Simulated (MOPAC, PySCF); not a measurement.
C$_{5}$H$_{8}$, SMILES `C#CC(C)C`, neutral singlet in the gas phase. 

Cartesian coordinates (Å):
```xyz
13

C      2.3770    -0.5596     0.6905
C      1.2039    -0.3192     0.6060
C     -0.2211    -0.0224     0.4771
C     -0.9151    -1.0468    -0.4333
C     -0.4398     1.4132    -0.0237
H      3.4145    -0.7733     0.7677
H     -0.6639    -0.1032     1.4761
H     -1.9850    -0.8377    -0.4859
H     -0.7775    -2.0612    -0.0592
H     -0.5045    -0.9984    -1.4432
H      0.0336     2.1368     0.6398
H     -0.0145     1.5376    -1.0209
H     -1.5074     1.6343    -0.0743
```
Charge 0, spin multiplicity 1.

All levels are single points at this geometry (B3LYP-D3(BJ)/def2-TZVP); Pople sets use spherical d functions. Orbital energies aren't observables, and empty levels follow the basis.

```
level                            HOMO (eV)  LUMO (eV)  gap (eV)  dipole (D)  vertical IE, Delta-SCF (eV)
-------------------------------  ---------  ---------  --------  ----------  ---------------------------
ωB97X-D3(BJ)/def2-TZVP in PySCF     -10.12       2.82     12.94        0.77                        10.10
B3LYP/6-311+G** in PySCF             -7.45      -0.01      7.45        0.79                            –
B3LYP/6-31G* in PySCF                -7.03       1.64      8.67        0.63                         9.73
BP86/6-31G* in PySCF                 -6.12       0.72      6.85        0.67                            –
M06-2X/6-31G* in PySCF               -8.63       2.80     11.42        0.60                            –
HF/6-31G* in PySCF                  -10.18       5.75     15.92        0.59                         8.71
AM1 in MOPAC                        -10.68       1.99     12.67        0.42                            –
PM3 in MOPAC                        -10.81       1.88     12.69        0.35                            –
PM7 in MOPAC                        -10.70       1.75     12.45        0.90                            –
```
